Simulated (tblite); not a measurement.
CH4GeN (doublet state).
Structure used (GFN2-xTB), in Å, numbered top down from 1:
```
atom  x, y, z in Å
N1     1.7954   -1.0897   -0.0070
C2     1.2328   -0.0250   -0.0306
Ge3   -0.7999    0.0254    0.0094
H4     1.6796    0.9713   -0.0697
H5    -1.3552   -0.7968   -1.1082
H6    -1.2587    1.4533   -0.1277
H7    -1.2907   -0.5338    1.3067
```

Computed with GFN2-xTB (tblite): harmonic, unscaled wavenumbers at the GFN2-xTB geometry, gas phase. Against measured fundamentals such values can be off by several per cent, at times by over 20. Modes of hydrogen on germanium can be 10 to 20 % off. Open shells enter through the occupations alone, without spin polarisation, and single modes of such species can be off by tens of per cent. The optimisation stopped once no atom felt more than 0.01 eV/Å.

Wavenumbers of the output (negative numbers stand for imaginary wavenumbers):
```
mode    cm-1
  1     -95.4
  2     205.4
  3     392.0
  4     402.1
  5     500.2
  6     700.7
  7     724.0
  8     809.4
  9     835.4
 10    1031.1
 11    1851.2
 12    1916.4
 13    2039.7
 14    2071.9
 15    2805.8
```

Problem. Is this structure a minimum?

Solution. No. 1 mode is imaginary beyond 20i (95i cm⁻¹), so at this level the point lies at or near a first-order saddle.

Problem. Which atoms move in the imaginary mode?

Solution. 95i: H7 (hydrogen on germanium) 20 %, H5 (hydrogen on germanium) 19 %, H6 (hydrogen on germanium) 18 %, H4 (hydrogen on carbon) 15 %. These are shares of the mass-weighted motion.

Problem. What is the remedy?

Solution. Step along that mode in both directions, optimise again with tighter thresholds and repeat the frequencies. The zero-point energy of this point (23.3 kcal/mol) counts the 14 real modes alone, and thermal corrections from it aren't those of a minimum.

Time: under 0.1 s of wall time. Hardware: Arm Neoverse V1, one thread (shared host). This covers the Hessian and the dipole derivatives.
